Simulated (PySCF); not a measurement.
Order these species by their calculated properties.

Species are written as SMILES; each is one conformer at its optimised geometry, gas phase, non-relativistic unless stated; the electronic structure was computed with PySCF and density fitting.

Dipoles, sizes and rotational constants follow the conformer. The torsions of the flexible species, by atom-mapped SMILES:
- `[CH3:1]/[N:2]=[CH:3]\[c:4]1[cH:5][cH:6][n:7][cH:8][cH:9]1`: N2–C3–C4–C5 -50°
- `[CH2:1]=[N:2][c:3]1[cH:4][cH:5][cH:6][cH:7][c:8]1[NH2:9]`: C1–N2–C3–C4 -34°, H–N9–C8–C7 -24°, H–N9–C8–C7 -164°
- `[CH2:1]=[CH:2][C@H:3]([CH2:4][F:5])[C:6](=[CH2:7])[Cl:8]`: C1–C2–C3–C4 12°, C2–C3–C4–F5 168°, C2–C3–C6–C7 -123°
- `[CH2:1]=[CH:2][Al-:3]([CH:4]=[CH2:5])([CH:6]=[CH2:7])[CH:8]=[CH2:9]`: C1–C2–Al3–C4 130°, C2–Al3–C4–C5 -137°, C2–Al3–C6–C7 -133°, C2–Al3–C8–C9 -132°
- `[CH3:1][C:2]1([C@@H:3]([Cl:4])[CH2:5][F:6])[CH:7]=[CH:8]1`: C1–C2–C3–Cl4 -68°, C2–C3–C5–F6 55°
- `[NH2:1][SH:2]`: H–N1–S2–H -119°

The conformers of `N#C[Si@@H]1CCC[Si@@H]1F` and `N#C[C@@H]1[SiH2][SiH2]C[C@@H]1F` aren't listed.

(1) Rank by lowest singlet excitation, lowest first (TDDFT wB97X-D/def2-SVPD at GFN2-xTB geometries).
A. `C[C@@H]1[SiH2][C@H](F)[Si@@H]1C#N`
B. `C[C@@H]1[SiH2][C@@H](F)[Si@H]1C#N`
C. `C=C[C@H](CF)C(=C)Cl`
D. `C=Nc1ccccc1N`
E. `c1(ccncc1)/C=N\C`

(2) Rank by HOMO energy, lowest first (wB97X-D/def2-SVPD at GFN2-xTB geometries).
A. `C=Nc1ccccc1N`
B. `C[C@@H]1[SiH2][C@@H](F)[Si@H]1C#N`
C. `C/N=C\c1ccncc1`
D. `C#Cc1cnn[nH]1`

(3) Rank by HOMO–LUMO gap, highest first (wB97X-D/def2-SVPD at GFN2-xTB geometries).
A. `C/N=C\C1=CC=NC=C1`
B. `N#C[C@@H]1[SiH2][SiH2]C[C@@H]1F`
C. `C=C[C@H](CF)C(=C)Cl`
D. `C[C@@H]1[SiH2][C@@H](F)[Si@H]1C#N`
E. `C=Nc1ccccc1N`
F. `N#C[Si@@H]1CCC[Si@@H]1F`

(4) Rank by dipole moment, lowest first (wB97X-D/def2-SVPD at GFN2-xTB geometries).
A. `C[C@@H]1[SiH2][C@H](F)[Si@@H]1C#N`
B. `C/N=C\C1=CC=NC=C1`
C. `C[C@@H]1[SiH2][C@@H](F)[Si@H]1C#N`
D. `C=C[C@H](CF)C(=C)Cl`
E. `C#Cc1cnn[nH]1`

(5) By how much do the two ends of that ranking differ?

(6) Rank by lowest triplet excitation (Tamm–Dancoff), lowest first (TDA wB97X-D/def2-SVPD at GFN2-xTB geometries).
A. `C[C@@H]1[SiH2][C@@H](F)[Si@H]1C#N`
B. `C#CC1=CN=NN1`
C. `N#C[Si@@H]1CCC[Si@@H]1F`
D. `C/N=C\C1=CC=NC=C1`
E. `N#C[C@@H]1[SiH2][SiH2]C[C@@H]1F`
F. `C=Nc1ccccc1N`
G. `C=C[C@H](CF)C(=C)Cl`

(7) By how much do the two ends of that ranking differ?

(8) Rank by smallest rotational constant, highest first (PBE0-D3(BJ)/def2-SVP).
A. `FC[C@H](Cl)C1(C=C1)C` (C6H8ClF)
B. `[SiH2]1C=Cc2c(cccc21)F` (C8H7FSi)
C. `C=[CH][Al-]([CH]=C)([CH]=C)[CH]=C` ([C8H12Al]-)
D. `Cn1c[n+](C)cc1` ([C5H9N2]+)
E. `NS` (H3NS)
F. `C#[C][Ge]([Cl])([Cl])[Cl]` (C2HCl3Ge)

(9) By how much do the two ends of that ranking differ?

Results:

(1) D (3.97 eV), E (4.38 eV), B (5.89 eV), A (6.01 eV), C (6.63 eV).

(2) B (-9.99 eV), D (-9.21 eV), C (-9.09 eV), A (-7.49 eV).

(3) B (11.16 eV), C (10.59 eV), D (10.45 eV), F (10.29 eV), A (9.23 eV), E (8.01 eV).

(4) B (0.48 D), D (1.78 D), E (4.21 D), A (5.09 D), C (5.24 D).

(5) By 4.76 D, between `C[C@@H]1[SiH2][C@@H](F)[Si@H]1C#N` and `C/N=C\c1ccncc1`.

(6) F (3.08 eV), D (3.74 eV), B (3.86 eV), G (4.33 eV), C (5.06 eV), A (5.47 eV), E (6.12 eV).

(7) By 3.04 eV, between `N#C[C@@H]1[SiH2][SiH2]C[C@@H]1F` and `C=Nc1ccccc1N`.

(8) E (14.004 GHz), D (1.618 GHz), F (1.146 GHz), A (1.096 GHz), C (0.928 GHz), B (0.695 GHz).

(9) By 13.309 GHz, between `NS` (thiohydroxylamine) and `Fc1cccc2c1C=C[SiH2]2`.
